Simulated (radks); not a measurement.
The numbers below are computed, except where a source is named.
Q: Al, 13 electrons, occupied as [Ne] 3s0.5 3p2.5 (fractional occupations, a model configuration). Level of theory: scalar-relativistic Kohn-Sham, SCAN, spin-polarised, spherical densities, finite nucleus; open shells are filled with parallel spins first; meta-GGA in the generalised Kohn-Sham scheme; Fermi nuclear charge, rms radius 3.061 fm (a radial shooting solver on a logarithmic mesh with Libxc functionals). Some entries of the table are withheld. Estimate them.

orbital  occ.  eigenvalue (eV)  r(max) (bohr)
1s up       1        -1523.491            (1)
1s down     1        -1523.217            (2)
2s up       1              (3)            (4)
2s down     1              (5)            (6)
2p up       3         -73.5789         0.4293
2p down     3         -73.2230         0.4299
3s up     0.5         -10.0839          2.090
3p up     2.5          -4.3562          2.502

A: 
(1) 1s up r(max) (bohr): 0.07838
(2) 1s down r(max) (bohr): 0.07838
(3) 2s up eigenvalue (eV): -113.8704
(4) 2s up r(max) (bohr): 0.4954
(5) 2s down eigenvalue (eV): -113.6855
(6) 2s down r(max) (bohr): 0.4959
